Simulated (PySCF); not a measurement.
Hg(36+): ionisation energy

Hg(36+) [Kr] 4d8 [4d3/2^4 4d5/2^4, M_J = 4] → Hg(37+) [Kr] 4d7 [4d3/2^4 4d5/2^3, M_J = 9/2], as a difference of total energies. Computed with PySCF 2.14 in an uncontracted even-tempered set (17 s from 3.9 bohr⁻², ratio 2.8; 14 p from 5.1 bohr⁻², ratio 2.8; 9 d from 5.1 bohr⁻², ratio 2.8; 3 f from 23 bohr⁻², ratio 3), with the two-component X2C-1e Hamiltonian. Correlated levels: [Ar] 3d10 frozen; the 92 highest virtual spinors dropped. "Screened" scales the spin-orbit matrix elements by Boettger's factors to mimic the two-electron term; Breit and QED terms are absent.

| method | ionisation energy (eV) |
| --- | --- |
| GHF (spin-free) | 1669.5 |
| GMP2 (spin-free) | 1669.9 |
| GHF (screened spin-orbit) | 1659.8 |
| GMP2 (screened spin-orbit) | 1660.1 |

Breit and QED terms and the two-electron picture change are absent.

The spin-free rows relax to the high-spin LS determinant and lack the spin-orbit shift.

The labels give the starting determinants; with spin-orbit coupling the two ends relaxed to ⟨J²⟩ = 20.00, ⟨L²⟩ = 13.13, ⟨S²⟩ = 1.87 and ⟨J²⟩ = 24.75, ⟨L²⟩ = 15.86, ⟨S²⟩ = 2.65.

For comparison: 1661 ± 5 eV (theoretical estimate listed by NIST; NIST Atomic Spectra Database, ionization energies).
